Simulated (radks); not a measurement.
Neutral gallium inside a hard spherical wall (all orbitals vanish at R), configuration held at [Ar] 3d10 4s2 4p1 and not refilled when levels cross. All-electron calculation, scalar-relativistic Kohn-Sham, LDA (Slater exchange, Perdew-Wang correlation), spin-polarised, spherical densities, point nucleus; open shells are filled with parallel spins first. Program: a radial shooting solver on a logarithmic mesh with Libxc functionals. Eigenvalues in eV for spin up, with the zero of energy where the potential of the charges vanishes at infinity; a dash marks a level that is unbound or too diffuse for the functional's potential to be trusted. A positive occupied level is held by the wall or, in an anion where self-interaction has pushed it up, behind a barrier. The pressure on the wall is -dE/dV.

R (bohr)	E (hartree)	kinetic (hartree)	e(3p)	e(3d)	e(4s)	e(4p)	e(5s, empty)	e(5p, empty)	pressure (GPa)
free	-1941.12729	1973.360	-98.605	-19.375	-9.389	-2.959	-0.406	-	0
20	-1941.12729	1973.360	-98.605	-19.375	-9.389	-2.959	-0.388	0.370	< 0.0001
8	-1941.12301	1973.387	-98.304	-19.078	-9.166	-2.673	2.100	5.161	0.148
7	-1941.11606	1973.425	-98.004	-18.783	-8.947	-2.349	3.906	7.797	0.530
6	-1941.09611	1973.524	-97.387	-18.179	-8.474	-1.625	7.385	12.447	2.15
5	-1941.03325	1973.804	-96.073	-16.897	-7.341	0.091	14.616	21.383	10.2
4	-1940.81009	1974.673	-93.152	-14.069	-4.230	4.537	31.357	40.746	59.8
3.5	-1940.50869	1975.747	-90.386	-11.398	-0.658	9.349	48.160	59.417	164
3	-1939.84483	1977.992	-85.756	-6.892	6.358	18.327	77.585	91.212	512
2.5	-1938.21594	1983.265	-77.316	1.538	21.712	36.905	133.80	150.21	1920
2	-1933.51978	1997.946	-60.040	19.747	60.911	81.395	255.30	273.77	9400
